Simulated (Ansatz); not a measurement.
Reaction (formal exchange of groups at the Se–Ge bond): `[CH3][GeH]([F])[SeH]` + `[OH][SnH3]` → `[OH][SnH2][SeH]` + `[CH3][GeH2][F]`

Computed with Ansatz on PBE0-D4/def2-TZVP structures; ΔE is electronic, products minus reactants. CCSD(T)/CBS adds triple-zeta CCSD(T) − MP2 to the extrapolated MP2 energy (def2 sets, frozen cores). Functionals use def2-TZVPP. B3LYP here is the variant with VWN-RPA as its local correlation; programs differ in this. Elements past krypton have def2 core potentials. For Ge, Se, Sn outer-core shells are correlated without core-valence functions, which leaves a few kJ/mol of doubt a bond. Scalar relativity is left out up to krypton. One conformer a species, not always the lowest.

`[CH3][GeH]([F])[SeH]`:

```xyz
9

C    -0.998    0.717   -0.038
Ge    0.555   -0.303   -0.580
F     1.852    0.859   -0.711
Se    1.165   -1.944    0.973
H    -1.865    0.062    0.046
H    -0.807    1.186    0.927
H    -1.198    1.493   -0.778
H     0.477   -0.988   -1.951
H     0.819   -1.083    2.112
```

`[OH][SnH3]`:

Cartesian coordinates in Å:
```
O 0.022 -1.499 -0.090
Sn -0.178 0.453 0.091
H 0.882 -1.762 -0.424
H 0.035 1.164 -1.448
H 1.002 1.019 1.191
H -1.761 0.625 0.681
```

`[OH][SnH2][SeH]`:

```xyz
7

O     0.649    0.194   -1.618
Sn    0.279   -0.601    0.140
Se   -1.549    0.729    1.267
H    -0.152    0.445   -2.084
H    -0.332   -2.182   -0.053
H     1.773   -0.483    0.938
H    -0.668    1.896    1.411
```

`[CH3][GeH2][F]`:

Z-matrix (Å, degrees):
```
C
Ge 1 1.936
H 1 1.090 2 109.9
H 1 1.092 2 110.2 3 120.0
H 1 1.090 2 109.9 3 -120.0
F 2 1.748 1 106.4 3 59.8
H 2 1.538 1 113.5 3 175.4
H 2 1.538 1 113.5 3 -55.8
```

(1) Is it downhill or uphill in electronic energy at CCSD(T)/CBS, and by how much? (An estimate is asked.)

(2) What do these levels give: BLYP-D4, B3LYP, r2SCANh, CCSD(T)/def2-SVP, HF/def2-QZVPP, SCS-MP2/def2-QZVPP? (Estimate.)

Largest T1 diagnostic among the species: 0.014.

Answers

(1) The calculation gave: Downhill: ΔE = -5.8 kcal/mol.

(2) Ansatz gave: BLYP-D4 -4.5, B3LYP -5.1, r2SCANh -4.6, CCSD(T)/def2-SVP -5.2, HF/def2-QZVPP -5.8, SCS-MP2/def2-QZVPP -5.5 kcal/mol.

In def2-TZVPP, CCSD(T) changes the Hartree–Fock value by +1.8 kcal/mol (the triples alone add +0.1 kcal/mol) and MP2 by +1.3 kcal/mol. Leaving LDA and LC-ωPBE aside and taking each functional with its dispersion term where it has one, the values, not all of them listed here, spread over 1.1 kcal/mol, from BHLYP-D4 to B97M-V. LDA lies +0.7 kcal/mol from PBE without D4.
